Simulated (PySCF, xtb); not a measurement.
C₃H₇NSi, SMILES [SiH3]NC=C=C.

GFN2-xTB run with xtb 6.7.1 at its own geometry gives an orbital gap of 4.00 eV and a dipole moment of 0.89 D.

Geometry: ωB97X-D3(BJ)/def2-SVP. This is a generated structure with no PubChem entry under its InChIKey; it may be hypothetical. One conformer was computed; it need not be the lowest.

Q: What does PBE/def2-TZVP (PySCF) give? (The exact figures need the calculation; the answer reports its results.)

A: gap 3.62 eV (levels -4.87 and -1.24 eV), dipole 1.24 D.
